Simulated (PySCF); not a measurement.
C₂H₈GeOSi.
Numbering: `[CH2:1]=[CH:2][GeH2:3][O:4][SiH3:5]` (hydrogens: H6, H7 on C1; H8 on C2; H9, H10 on Ge3; H11, H12, H13 on Si5)

Theory: PBE0-D3(BJ)/def2-SVP geometry optimisation, gas phase (PySCF).

(1) Give the optimised bond lengths and angles.

Results:

(1) 
| bond | length (pm) | order |
| --- | --- | --- |
| C1=C2 | 133.5 | double |
| C2–Ge3 | 193.3 | single |
| Ge3–O4 | 178.2 | single |
| O4–Si5 | 165.5 | single |
| C1–H6 | 109.6 | single |
| C1–H7 | 109.6 | single |
| C2–H8 | 109.7 | single |
| Ge3–H9, Ge3–H10 | 154.3 | single |
| Si5–H11, Si5–H12, Si5–H13 | 149.6 | single |

Bonds in one row agree within 1 pm and their mean is given. Orders are formal, as drawn. A selection of angles:
| angle | degrees |
| --- | --- |
| C2–C1–H6 | 122.4 |
| C2–C1–H7 | 121.9 |
| H6–C1–H7 | 115.8 |
| C1–C2–Ge3 | 124.2 |
| C1–C2–H8 | 119.8 |
| Ge3–C2–H8 | 116.0 |
| C2–Ge3–O4 | 104.8 |
| C2–Ge3–H9 | 112.7 |
| O4–Ge3–H9 | 108.2 |
| H9–Ge3–H10 | 109.9 |
| Ge3–O4–Si5 | 136.4 |
| O4–Si5–H11 | 111.2 |
| O4–Si5–H13 | 108.4 |
| H11–Si5–H12 | 107.9 |
| H11–Si5–H13 | 109.1 |

Torsions: C1–C2–Ge3–O4 -179° (antiperiplanar); C2–Ge3–O4–Si5 178° (antiperiplanar). The mirror-image conformer, all signs reversed, is as good.

The 5 heavy atoms lie in one plane (0.017 Å rms). Si5 (oxygen-bound silicon) is tetrahedral (angles from 107.9° to 111.2°). Ge3 (germanium bonded to C, O and 2 H) is distorted tetrahedral (angles from 104.8° to 112.7°).

Point group: near Cs, missed by 0.12 Å at most; the miss may be what the optimiser left on a soft mode. Not checked by PBE0-D3(BJ)/def2-SVP frequencies. The numbers are those of one conformer.
